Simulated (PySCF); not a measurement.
A structure optimised at B3LYP-D3(BJ)/def2-SVP, used in a PySCF frequency run:

```
C
H 1 1.1023
H 1 1.1037 2 106.33
C 1 1.5231 2 109.29 3 -118.32
H 4 1.0997 1 110.06 2 -59.83
C 4 1.5203 5 110.10 1 127.30
H 6 1.0989 4 110.89 5 58.13
H 6 1.1010 7 108.42 4 -121.66
H 6 1.1026 7 108.23 8 -117.20
Cl 4 1.8369 5 103.78 6 116.00
Si 1 1.9000 2 107.05 3 116.07
H 11 1.4912 1 108.94 2 -47.68
H 11 1.4916 12 108.69 1 121.96
H 11 1.4934 12 109.08 13 118.02
```
Charge 0, spin multiplicity 1.

Problem. Write its SMILES and formula.

Solution. C[C@H](Cl)C[SiH3], C3H9ClSi

Problem. What are its rotational constants (standard atomic weights)?

Solution. 6.4046, 1.3653, 1.1861 GHz
